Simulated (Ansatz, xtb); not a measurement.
## Ranking isomers of CH6BSb

4 gas-phase structures of CH6BSb, found in a search over its isomers (lower ones may exist). Each was relaxed with GFN2-xTB; where two conformers were screened, the lower at r2SCAN-D4/def2-SVP//GFN2-xTB is listed:

A. `B[CH2][SbH2]`, a singlet
B. `C[BH][SbH2]`, a singlet
C. `[BH2][SbH][CH3]`, a singlet
D. `[BH3-][SbH+]=[CH2]`, a singlet

**Question.** Which do you expect lowest at r2SCAN-D4/def2-SVP//GFN2-xTB, and how would the others follow?

**Answer.** Calculated order at r2SCAN-D4/def2-SVP//GFN2-xTB: B (0.000), A (0.104), C (0.511), D (1.884) eV.

Energies above the lowest of each column, in eV; the last columns are at r2SCAN-D4/def2-SVP geometries and were run for some of them only (a dash: not run or not comparable):

| structure | GFN2-xTB | HF/STO-3G | r2SCAN-D4/def2-SVP//GFN2-xTB | r2SCAN-D4/def2-SVP | CCSD(T)/def2-TZVP |
| --- | --- | --- | --- | --- | --- |
| B | 0.303 | 0.000 | 0.000 | 0.000 | 0.011 |
| A | 0.000 | 0.125 | 0.104 | 0.115 | 0.000 |
| C | 0.363 | 0.135 | 0.511 | 0.543 | – |
| D | 1.165 | 2.910 | 1.884 | – | – |

CCSD(T)/def2-TZVP has A and B within 1 kcal/mol of each other at the bottom, and every level picks one of them. CCSD(T)/def2-TZVP orders those it was run on as A (0.000), B (0.011) eV. Less than 1 kcal/mol parts A and B, so the order within that pair means little. Some further structures that were screened fall inside this span and aren't listed. Flexible structures stand in one conformer each, not always the lowest. Frequencies (r2SCAN-D4/def2-SVP) were run for A, B alone. Atoms past krypton carry core potentials in the def2 sets, without spin–orbit terms.

Over these structures GFN2-xTB departs from r2SCAN-D4/def2-SVP//GFN2-xTB by 0.276 eV on average once a common shift is removed. A GFN2-xTB relaxation took about 0.14 s and the r2SCAN-D4/def2-SVP//GFN2-xTB energy about 1.1 s on a shared host (Ansatz 0.2.0, xtb 6.7.1).
